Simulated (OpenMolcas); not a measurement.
Pd2+: effect of the IPEA shift

| Item | Value |
| --- | --- |
| Program | OpenMolcas |
| Basis | ANO-RCC-VTZP [7s6p4d2f1g] |
| Scalar Hamiltonian | DKH2, point nucleus |
| Active space | 8 electrons in 9 orbitals (RAS2 4d 5s; RAS3 5p, at most 2 electrons) |
| State averaging | 2S+1 = 3 even, 60 roots; 2S+1 = 5 even, 10 roots kept (CI in the orbitals of an earlier block); 2S+1 = 1 even, 50 roots kept (CI in the orbitals of an earlier block); 2S+1 = 3 odd, 21 roots; 2S+1 = 5 odd, 22 roots kept (CI in the orbitals of an earlier block); 2S+1 = 1 odd, 9 roots kept (CI in the orbitals of an earlier block, 0 in the spin-orbit step) |
| Spin-orbit coupling | RASSI with atomic mean-field integrals over the reference wave functions, term energies averaged over their components |

Methods on the same reference wave functions:
A. RASSCF
B. MS-RASPT2, IPEA 0 Eh, imaginary shift 0.1 Eh (closed shells correlated: 4s 4p)
C. MS-RASPT2, IPEA 0.25 Eh, imaginary shift 0.1 Eh (closed shells correlated: 4s 4p)

Energies in cm⁻¹ above 4d⁸ ³F₄, the measured ground level; measured values from Moore, Atomic Energy Levels, vol. III, NSRDS-NBS 35 (1971 reprint of NBS Circular 467, 1958).

```
               Level      A      B      C  Measured
             4d⁸ ³F₄    0.0    0.0    0.0       0.0
             4d⁸ ³F₃   3299   3320   3320      3230
             4d⁸ ³F₂   5037   4730   4730      4687
             4d⁸ ³P₁  17469  13360  13550     13470
             4d⁸ ³P₀  17806  13610  13800     13699
             4d⁸ ¹G₄  22027  18470  18220     17880
          4d⁷ 5s ⁵F₅  48922  54250  55030     52916
          4d⁷ 5s ⁵F₄  50976  56310  57080     55089
             4d⁸ ¹S₀  51159  41820  41760          
          4d⁷ 5s ⁵F₃  52562  57900  58670     56742
          4d⁷ 5s ⁵F₂  53654  58960  59740     57845
          4d⁷ 5s ⁵F₁  54339  59620  60410     58527
       4d⁷ 5s ³F₄(1)  59224  63210  64140          
       4d⁷ 5s ³F₃(1)  61971  65920  66850     65255
       4d⁷ 5s ³F₂(1)  63685  67640  68590          
          4d⁷ 5s ⁵P₃  65209  66690  67930     65708
   4d⁷ 5s ⁵P₂ [74 %]  65576  66780  68110          
          4d⁷ 5s ⁵P₁  66809  68130  69440     67151
          4d⁷ 5s ³G₅  68328  70730  72390     69986
          4d⁷ 5s ³G₄  69339  71710  73350     71047
          4d⁷ 5s ³G₃  70910  73280  74960     72786
4d⁷ 5s ³P₂(1) [54 %]  72854  73300  75100          
          4d⁷ 5s ³H₆  73914  76160  77570     74673
   4d⁷ 5s ¹G₄ [57 %]  74151  76030  77660     75403
```

Deviations, from unrounded energies. A percentage is the sum of absolute deviations over the sum of measured energies, with the sign that they share, or ± where signs differ.

```tsv
Against measurement	Levels	A	B	C
mean absolute deviation (cm-1)	18	2500	750	1600
fine structure of the ground term (%)	2	+5.3	+1.8	+1.7
other terms of the ground configuration (%)	3	+27.2	±1.7	+1.2
other configurations (%)	13	-3.8	+1.5	+3.3
```

B lies closest to measurement on these levels and A furthest from it. The largest miss of B in the table is 4d⁷ 5s ³H₆, by +1500 cm-1. The ranking rests on the paired levels alone, and a cruder setting can come out closer through cancelling errors.

Between B and C the level of the table that moves most is 4d⁷ 5s ³P₂(1) [54 %], by 1800 cm-1 (lowest in B, highest in C). Moves below CASPT2's spread within the term are not significant.

The mean deviations of B to C differ by less than CASPT2's widest spread within a term (1600 cm-1), so their order carries little weight.

From A to B the spin-free energies of the other terms of 4d⁸ shown, above ³F, scale by factors of 0.71 to 0.81, as is usual when dynamic correlation screens the repulsion within a d or f shell.

The lowest spin-free term lies below A's lowest term by 0.533 hartree in B, 0.525 hartree in C.

Term energies are means over components that CASPT2 splits; among the terms shown or strongly mixed into the levels shown the widest spread is 1600 cm-1 (4d⁷ 5s ⁵F, B). Some high roots are left out of the spin-orbit mixing, which shifts the levels that they would mix with. Terms from blocks run as CI alone lack orbitals of their own. A single d shell beside an s shell can misplace configurations of different d count against each other. Without dynamic correlation excited terms often stand tens of per cent too high (terms of higher spin than the ground term too low), and those without a measured partner can miss by more than the paired ones (holds for A). Some levels mix across a computed gap that differs much from the measured one, so their mixing is not that of the real levels (holds for B; C). The CASPT2 spread within a term exceeds the gap to the next term for 4d⁷ 5s ¹G and 4d⁷ 5s ³H, 4d⁷ 5s ³H and 4d⁷ 5s ³D(1), so the order of their levels is uncertain, and so are names and mixing where such terms share a J (holds for B; C). Computed and measured levels are paired by configuration, term and J; levels that our copy of the source lacks, or whose pairing is in doubt (as where it misses far off the trend of its configuration), stay unpaired and out of the deviations. Levels of configurations outside the active space are missing. The table leaves out levels that lie high or whose names do not pair safely across all columns.

A share in square brackets marks a mixed level and gives the weight of the term that names it, the lowest over the columns. A number in round brackets counts repeated terms of one configuration in the order of the reference energies.
